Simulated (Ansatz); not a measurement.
Cartesian coordinates in Å:
```
B -2.756 0.855 -0.176
Al -0.712 1.070 -0.723
N 0.471 -0.078 -0.022
C 0.027 -1.120 0.901
Si 2.166 -0.067 -0.355
H -3.243 1.418 0.766
H -3.527 0.174 -0.793
H -0.144 2.174 -1.715
H 0.245 -2.125 0.520
H 0.507 -1.028 1.883
H -1.054 -1.068 1.068
H 2.605 -1.365 -0.946
H 2.457 1.036 -1.304
H 2.958 0.125 0.895
```

Charge 0, multiplicity 1.

(1) List the ωB97M-V/def2-TZVPP orbital energies in eV (Ansatz). (Estimate.)

Answers

(1) Ansatz gave: Occupied: -1806.86, -1531.56, -394.03, -282.34, -188.12, -147.91, -116.21, -102.03, -102.02, -102.01, -75.87, -75.70, -75.68, -26.82, -21.19, -17.55, -16.71, -15.33, -14.81, -14.23, -12.63, -12.18, -11.95, -11.75, -11.16, -9.65, -9.45. Lowest empty: -0.48, 0.79, 2.06, 2.64, 2.94, 3.06, 3.33, 3.68.
